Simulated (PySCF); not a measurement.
**Working out the ionisation energy of Ti⁺**

Ti⁺ [Ar] 3d2 4s1 (4F) → Ti²⁺ [Ar] 3d2 (3F). All numbers are calculated (PySCF 2.14, the spin-free X2C one-electron Hamiltonian (Gaussian nucleus), in aug-cc-pVDZ-DK (7s6p4d2f, 59 functions)). Frozen: [Ar]. Energies in hartree (1 hartree = 27.21139 eV):

```json
{"part": "UHF", "Ti⁺ (lower)": "-852.540382", "Ti²⁺ (upper)": "-852.064370"}
{"part": "MP2 opposite-spin", "Ti⁺ (lower)": "0.000000", "Ti²⁺ (upper)": "0.000000"}
{"part": "MP2 same-spin", "Ti⁺ (lower)": "-0.008277", "Ti²⁺ (upper)": "-0.002777"}
```

Q: What does Hartree-Fock give?

A: (-852.064370) − (-852.540382) = 0.476012 hartree = 12.953 eV.

Q: What do MP2 and SCS-MP2 (6/5 opposite-spin, 1/3 same-spin) give?

A: The opposite-spin parts differ by 0.000 eV and the same-spin parts by 0.150 eV. MP2: 12.953 + (0.000) + (0.150) = 13.103 eV. SCS-MP2: 12.953 + 1.2 × (0.000) + (0.150)/3 = 13.003 eV.

Reference: 13.575 eV (measured; NIST Atomic Spectra Database, ionization energies), between the lowest levels; spin-orbit coupling is absent from the calculation.

A double-zeta basis recovers only part of the correlation energy.

What remains against the reference includes basis incompleteness, the frozen core and correlation beyond second order.
